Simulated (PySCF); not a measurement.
Identify the compound

The spectra below were simulated for a compound C$_{5}$H$_{9}$ClO$_{2}$Si$_{2}$.

1H NMR (300 MHz, computed): δ 7.87 (m, 1H), 7.11 (m, 1H), 6.80 (m, 1H), 5.57 (s, 2H), 5.13 (t, 2H), 2.83 (t, 2H).

13C{1H} NMR (computed): δ 158.7 (C), 152.4 (CH), 129.4 (CH), 117.8 (CH), 35.3 (CH2).

PySCF 2.14 calculation with GFN2-xTB geometry and σ from GIAO-PBE0/pcSseg-1; no solvent, one computed conformer, equivalent nuclei averaged, non-relativistic Hamiltonian.

Referencing at the same level of theory: 1H (σref 31.72), 13C (σref 186.93) against TMS.

Q: Propose a structure and justify it.

A: 
1. The formula gives 3 degrees of unsaturation (1 ring in the answer).
2. 5 carbon signals for 5 carbons: no two carbons are equivalent.
3. Carbon types of the structure: 1 × C, 3 × CH, 1 × CH2, leaving 4 H on heteroatoms.
4. δC 158.7: substituted aromatic carbon next to the ring oxygen.
5. δC 152.4: aromatic CH next to the ring oxygen.
6. δC 129.4, 117.8: aromatic CH.
7. δC 35.3: sp3 CH2 bonded to Cl and Si; the inductive effect lowers its shielding.
8. δH 7.87: hydrogen on an aromatic CH next to the ring oxygen; ring-current deshielding.
9. δH 7.11, 6.80: hydrogen on an aromatic CH; it sits in the deshielding region of the aromatic ring current.
10. δH 2.83: hydrogen on an sp3 CH2 bonded to Cl and Si; its carbon carries Cl, hence the downfield position.

These data were computed for `InChI=1S/C5H9ClO2Si2/c6-4-9-8-10-5-2-1-3-7-5/h1-3H,4,9-10H2`.

The data come from this structure; uniqueness wasn't tested.

Carbons that carry Cl, above all several Cl atoms, come out too deshielded, partly because spin–orbit coupling is missing. Shifts are as computed. Against solution values, carbons near 30 ppm lie about +3 ppm off and those near 130 ppm about +5 ppm; carbons on Cl a further +6 ppm. Of 1211 compounds with measured shifts, 218 miss one by over three times the rms of a fit or turn the order of signals round; such compounds aren't used in these exercises. No couplings were computed; multiplicities are counted from neighbouring protons, with m where these are inequivalent, close in shift, in a saturated or five-membered ring or joined by F or P, and br s for small geminal =CH2 splittings.
